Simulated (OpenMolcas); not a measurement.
**neutral praseodymium: terms and fine structure**

```
Program             : OpenMolcas 26.06
Method              : MS-CASPT2, IPEA 0.25 Eh, imaginary shift 0.1 Eh (closed shells correlated: 5s 5p 6s)
Basis               : ANO-RCC-VQZP [9s8p6d4f3g2h]
Scalar Hamiltonian  : DKH2, point nucleus
Active space        : 3 electrons in 7 orbitals (4f)
State averaging     : 2S+1 = 4 odd, 35 roots; 2S+1 = 2 odd, 112 roots (89 in the spin-orbit step)
Spin-orbit coupling : RASSI with atomic mean-field integrals over the reference wave functions, term energies averaged over their components
```

With spin-orbit coupling, above the lowest level:

```
Configuration    Term     J  E (cm⁻¹)  Measured (cm⁻¹)  Term weight %     Second
      4f³ 6s²     ⁴I°   9/2       0.0              0.0             97   3 ²H°(1)
      4f³ 6s²     ⁴I°  11/2      1520             1377             99           
      4f³ 6s²     ⁴I°  13/2      3140             2847            100           
      4f³ 6s²     ⁴I°  15/2      4830             4381             99           
      4f³ 6s²  ²H°(1)   9/2      9850                              82     12 ²G°
      4f³ 6s²     ⁴F°   3/2     11090                              94   5 ²D°(1)
      4f³ 6s²     ⁴F°   5/2     11960                              98   2 ²D°(1)
      4f³ 6s²  ²H°(1)  11/2     12210                              97           
      4f³ 6s²     ⁴S°   3/2     12410                              94      5 ²P°
      4f³ 6s²     ⁴F°   7/2     12610                              82     18 ²G°
      4f³ 6s²     ⁴F°   9/2     13300                              75     16 ²G°
      4f³ 6s²     ²G°   7/2     14740                              79     18 ⁴F°
      4f³ 6s²     ²K°  13/2     16680                              99           
      4f³ 6s²     ²G°   9/2     16930                              66     22 ⁴F°
      4f³ 6s²     ⁴G°   5/2     17440                             100           
      4f³ 6s²     ²K°  15/2     18320                              97      2 ²L°
      4f³ 6s²     ⁴G°   7/2     18420                              96      4 ²G°
      4f³ 6s²  ²D°(1)   3/2     18700                              48     44 ²P°
      4f³ 6s²     ⁴G°   9/2     19500                              94      5 ²G°
      4f³ 6s²     ²P°   1/2     20270                              98           
      4f³ 6s²  ²D°(1)   5/2     20490                              97      2 ⁴F°
      4f³ 6s²     ⁴G°  11/2     20620                              97           
      4f³ 6s²     ²P°   3/2     22630                              50  46 ²D°(1)
      4f³ 6s²     ²I°  11/2     26410                              89  11 ²H°(2)
      4f³ 6s²     ²I°  13/2     27410                              99           
      4f³ 6s²     ²L°  15/2     27870                              98      2 ²K°
      4f³ 6s²     ⁴D°   3/2     27870                              57  42 ²D°(2)
      4f³ 6s²     ⁴D°   5/2     28400                              68  32 ²D°(2)
      4f³ 6s²     ⁴D°   1/2     28910                              98           
      4f³ 6s²     ²L°  17/2     29140                             100           
      4f³ 6s²  ²H°(2)   9/2     29980                              99           
      4f³ 6s²     ⁴D°   7/2     30540                             100           
      4f³ 6s²  ²H°(2)  11/2     30930                              87     11 ²I°
      4f³ 6s²  ²D°(2)   3/2     30940                              56     43 ⁴D°
      4f³ 6s²  ²D°(2)   5/2     32500                              68     32 ⁴D°
```

Against the 3 measured excited levels shown (NIST Handbook of Basic Atomic Spectroscopic Data) the mean absolute deviation is 300 cm-1; the largest miss in energy is 4f³ 6s² ⁴I°_15/2: computed 4830, measured 4381 cm⁻¹ (+10.2 %).

Spin-orbit coupling puts the lowest level 2837 cm⁻¹ below the lowest spin-free term.

For ⁴I° the intervals divided by the larger J are 276.4, 249.6, 224.8 cm-1. Landé's interval rule makes them equal in pure LS coupling; they differ by 21 % of their mean. The multiplet is regular.

Term energies are means over components that CASPT2 splits; among the terms shown or strongly mixed into the levels shown the widest spread is 1900 cm-1 (4f³ 6s² ²L°). Blocks of more than 70 roots (2S+1 = 2 odd) ran without multistate coupling. High states are left out of the spin-orbit mixing, which shifts the levels that they would mix with. With the s shell closed, the reference lacks s² → p² mixing. The CASPT2 spread within a term exceeds the gap to the next term for 4f³ 6s² ⁴S° and 4f³ 6s² ⁴F°, 4f³ 6s² ²I° and 4f³ 6s² ²L°, 4f³ 6s² ²L° and 4f³ 6s² ⁴D°, so the order of their levels is uncertain, and so are names and mixing where such terms share a J. Computed and measured levels are paired by configuration, term and J; levels that our copy of the source lacks, or whose pairing is in doubt (as where it misses far off the trend of its configuration), stay unpaired and out of the deviations. Only configurations of the active space appear. The first state left out of the spin-orbit step lies near 41000 cm-1 above the lowest spin-free state of the reference (among the parities and spins computed), and the list stops at four fifths of that energy or lower.

The term weight is that of the spin-free term in the level, not the purity of its configuration. A number in round brackets counts repeated terms of one configuration in the order of the reference energies. ° marks odd parity.
